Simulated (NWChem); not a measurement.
Molecule: CH3F3Ge; SMILES [CH3][Ge]([F])([F])[F]

```xyz
8

C      0.0000     0.0000    -1.9418
Ge     0.0000     0.0000    -0.0127
F     -1.4818     0.6033     0.6695
F      1.2634     0.9816     0.6695
F      0.2184    -1.5849     0.6695
H     -0.7683    -0.7086    -2.3026
H      0.9978    -0.3111    -2.3026
H     -0.2295     1.0197    -2.3026
```
Atoms are numbered in this order, from 1.

Level: PBE-D3(BJ)/def2-SVP (NWChem), optimised geometry, unscaled harmonic frequencies. 

Q: List the harmonic frequencies with IR intensities, and the thermochemistry.

A: 
```
frequency (cm⁻¹)  IR intensity (km/mol)
----------------  ---------------------
30                                  0.0
162                                 0.0
162                                 0.0
226                                12.7
226                                12.7
262                                48.7
598                                 1.8
704                                66.5
723                                57.3
723                                57.3
793                                50.0
793                                50.0
1210                               10.8
1375                                5.9
1375                                5.9
3006                                0.4
3126                                0.7
3126                                0.7
```

```yaml
zero_point_energy: 26.6 kcal/mol
thermal correction to the enthalpy at 298.15 K (with zero-point energy): 31.7 kcal/mol
heat capacity Cv: 22.2 cal/(mol K)
entropy at 298.15 K and 1 atm (symmetry number 3): 83.4 cal/(mol K)
dipole_moment: 3.54 D
```

Rigid rotor and harmonic oscillator; modes under 100 cm⁻¹ make the entropy uncertain.
